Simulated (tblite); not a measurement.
Compound: C5H6O4Si.
Geometry (GFN2-xTB, Å), atoms numbered from 1 in this order:
```xyz
16
C5H6O4Si angstrom
C      4.1394   -0.3090   -0.8346
C      3.0906   -0.4619   -0.2717
C      1.8437   -0.6809    0.4172
O      1.6254   -1.6291    1.1235
O      0.9610    0.2807    0.1842
Si    -0.5494    0.2127    0.8626
C     -1.5455   -1.2634    0.2282
O     -1.0852    1.6431    0.1944
C     -2.2860    2.0978    0.4422
O     -3.0917    1.5771    1.1527
H      5.0561   -0.1689   -1.3300
H     -0.4435    0.3688    2.3041
H     -2.5690   -1.2288    0.5899
H     -1.1056   -2.2018    0.5529
H     -1.5781   -1.2702   -0.8619
H     -2.4697    3.0428   -0.0975
```

Calculated harmonic vibrations of the isolated species, GFN2-xTB (tblite), most abundant isotopes, no scaling. Against measured fundamentals such values can be off by several per cent, at times by over 20. Modes of hydrogen on silicon can be 10 to 20 % off. One conformer, not necessarily the lowest.

Harmonic wavenumbers (cm⁻¹): 41.5, 49.3, 62.4, 81.0, 111.0, 128.6, 144.3, 176.1, 194.1, 211.8, 256.9, 305.3, 449.2, 567.4, 628.4, 640.0, 668.1, 682.9, 711.7, 746.7, 748.2, 767.9, 815.1, 834.8, 853.6, 932.7, 950.3, 1186.8, 1228.2, 1357.7, 1365.9, 1449.6, 1459.5, 1740.1, 1783.2, 2246.5, 2359.1, 2822.9, 2994.0, 3049.9, 3051.5, 3372.1.

A = 2933, B = 583.1, C = 515.9 MHz; mass 158.004 u (most abundant isotopes); point group C1, symmetry number 1.

Task: What is the zero-point energy?

Result: Half the sum of the wavenumbers: 22113 cm⁻¹ = 264.53 kJ/mol.

Task: Entropy at 298.15 K, 1 bar (ideal gas, RRHO, classical rotation)?

Result: Translation 171.99, rotation 126.68, vibration 174.24: S = 472.9 J/(mol K).

Task: And Cp and H(298.15 K) − H(0)?

Result: Cp = 181.04 J/(mol K), of which vibrations give 147.78 (their classical limit is 42 R = 349.2); H(298.15 K) − H(0) = 35.24 kJ/mol without the zero-point energy, 25.32 from vibrations.

Task: What must be added to the electronic energy to get the Gibbs energy at 298.15 K and 1 bar?

Result: ZPE + [H(298.15 K) − H(0)] − T·S = 264.53 + 35.24 − 141.00 = 158.77 kJ/mol.

Task: Which modes carry the vibrational entropy at 298.15 K?

Result: 41.5 cm⁻¹: 21.70; 49.3 cm⁻¹: 20.27; 62.4 cm⁻¹: 18.33; 81.0 cm⁻¹: 16.18; 111.0 cm⁻¹: 13.60; 128.6 cm⁻¹: 12.41 J/(mol K); the other 36 give 71.75 together.

Hindered rotation and anharmonicity are outside this model. Other conformers, if any are populated, would add a mixing term that is left out. The structure is chiral; the term R ln 2 for an equal mix with its mirror image is left out.
